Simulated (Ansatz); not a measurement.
Gas-phase electronic energies from Ansatz, PBE0-D4/def2-TZVP geometries. CCSD(T)/CBS is the MP2 limit (def2-TZVPP, def2-QZVPP) plus CCSD(T) − MP2 in def2-TZVPP, frozen cores. This one scheme is used for every species. DFT in def2-TZVPP. Elements past krypton have def2 core potentials. For Hf, Se outer-core shells are correlated without core-valence functions, which leaves a few kJ/mol of doubt a bond. Scalar relativity is left out up to krypton. Each species was taken in one conformer, which may not be the lowest.

`C[N](C)[Hf]([SeH])([N](C)C)[N](C)C` + HCl → H₂Se + `C[N](C)[Hf]([Cl])([N](C)C)[N](C)C`  (formal exchange of groups at the Se–Hf bond)

| species | BHLYP energy (Eh) |
| --- | --- |
| `C[N](C)[Hf]([SeH])([N](C)C)[N](C)C` | -2853.81947 |
| HCl | -460.81707 |
| H₂Se | -2402.73508 |
| `C[N](C)[Hf]([Cl])([N](C)C)[N](C)C` | -911.92941 |

Problem. Work out ΔE.

Solution. ΔE = (-2402.73508) + (-911.92941) − (-2853.81947) − (-460.81707) = -0.02795 Eh = -73.4 kJ/mol. CCSD(T)/CBS gives -58.6 kJ/mol.

Largest T1 diagnostic among the species: 0.014.

In def2-TZVPP, CCSD(T) changes the Hartree–Fock value by +18.4 kJ/mol (the triples alone add +2.9 kJ/mol) and MP2 by +21.2 kJ/mol. Leaving LDA and LC-ωPBE aside and taking each functional with its dispersion term where it has one, the values, not all of them listed here, spread over 12.6 kJ/mol, from B97M-V to PBE-D4. LDA lies +3.2 kJ/mol from PBE without D4. At CCSD(T), def2-SVP lies −14.3 kJ/mol from the extrapolated value and def2-TZVPP −0.3 kJ/mol.
